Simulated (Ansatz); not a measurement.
One change: `CSB(C)N` becomes `CB(N)Cl`.

Ansatz, PBE0-D4/def2-TZVP geometries, multiplicity 1. Each molecule was computed in one conformer, which needn't be the lowest.

```json
{"property": "LUMO energy (PBE/def2-TZVPP) / eV", "`CSB(C)N`": "-0.01"}
{"property": "size of the dipole moment (ωB97M-V/def2-TZVPP) / D", "`CSB(C)N`": "1.31"}
{"property": "size of the dipole moment (PBE/def2-TZVPP) / D", "`CSB(C)N`": "1.25"}
{"property": "LUMO energy (PBE0/def2-TZVPP) / eV", "`CSB(C)N`": "0.88"}
{"property": "HOMO–LUMO gap (PBE/def2-TZVPP) / eV", "`CSB(C)N`": "5.27"}
{"property": "size of the dipole moment (B3LYP/def2-TZVPP) / D", "`CSB(C)N`": "1.28"}
```

Question: What does the change do to each property? (An estimate is asked.)

Answer: Computed: 
| property | `CB(N)Cl` | shift |
| --- | --- | --- |
| LUMO energy (PBE/def2-TZVPP) / eV | -0.30 | -0.29 |
| size of the dipole moment (ωB97M-V/def2-TZVPP) / D | 2.56 | 1.25 |
| size of the dipole moment (PBE/def2-TZVPP) / D | 2.54 | 1.29 |
| LUMO energy (PBE0/def2-TZVPP) / eV | 0.72 | -0.16 |
| HOMO–LUMO gap (PBE/def2-TZVPP) / eV | 6.53 | 1.26 |
| size of the dipole moment (B3LYP/def2-TZVPP) / D | 2.56 | 1.28 |

With PBE0 the HOMO falls by 1.74 eV and the LUMO falls by 0.16 eV, so the gap widens by about 1.58 eV. PBE moves the HOMO by -1.54 eV and ωB97M-V by -1.86 eV. Dipoles are sizes alone; their direction can turn.

B3LYP here is the variant with VWN-RPA as its local correlation; programs differ in this.
